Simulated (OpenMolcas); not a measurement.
## What dynamic correlation does to the levels of In III

```json
{
  "Program": "OpenMolcas",
  "Basis": "ANO-RCC-VQZP [8s7p5d3f2g]",
  "Scalar Hamiltonian": "DKH2, point nucleus",
  "Active space": "1 electron in 4 orbitals (5s 5p)",
  "State averaging": "2S+1 = 2 even, 1 root; 2S+1 = 2 odd, 3 roots",
  "Spin-orbit coupling": "RASSI with atomic mean-field integrals over the reference wave functions, term energies averaged over their components"
}
```

Methods on the same reference wave functions:
A. CASSCF
B. SS-CASPT2, IPEA 0.25 Eh, imaginary shift 0.1 Eh (closed shells correlated: 4d)

Energies in cm-1 above 5s 2S 1/2, the measured ground level; measured values from Moore, Atomic Energy Levels, vol. III, NSRDS-NBS 35 (1971 reprint of NBS Circular 467, 1958).

```tsv
Level	A	B	Measured
5s 2S 1/2	0.0	0.0	0.0
5p 2P* 1/2	54215	57840	57181
5p 2P* 3/2	57685	61311	61523
```

Deviations, from unrounded energies. A percentage is the sum of absolute deviations over the sum of measured energies, with the sign that they share, or ± where signs differ.

```
           Against measurement  Levels     A     B
mean absolute deviation (cm-1)       2  3400   440
      other configurations (%)       2  -5.7  ±0.7
```

B lies closest to measurement on these levels. The largest miss of B in the table is 5p 2P* 1/2, by +660 cm-1. The ranking rests on the paired levels alone, and a cruder setting can come out closer through cancelling errors.

The lowest spin-free term lies below A's lowest term by 0.407 hartree in B.

With one active electron the reference holds no correlation, so core polarisation is missing (holds for A). With one active electron, CASPT2 adds the correlation within the correlated inactive shells and between them and that electron, and leaves the splitting within a term as the reference gives it (holds for B). Computed and measured levels are paired by configuration, term and J; levels that our copy of the source lacks, or whose pairing is in doubt (as where it misses far off the trend of its configuration), stay unpaired and out of the deviations. Levels of configurations outside the active space are missing.

* marks odd parity.
